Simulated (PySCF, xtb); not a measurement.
H6O4SnZr, SMILES [OH][Zr]([OH])([OH])[O][SnH3], multiplicity 1.

GFN2-xTB in xtb at its own geometry gives an orbital gap of 5.08 eV and a dipole moment of 3.35 D.

Coordinates come from a PBE0-D3(BJ)/def2-SVP optimisation. The spin state was assumed, not searched. The def2 effective core potentials stand for the cores of Sn, Zr; spin–orbit coupling is left out. Other conformers were not sampled.

What does r2SCAN/def2-TZVP run with PySCF give? (Estimate from the structure and the level; the computed values follow.)

gap 6.06 eV (levels -6.91 and -0.85 eV), dipole 0.16 D.
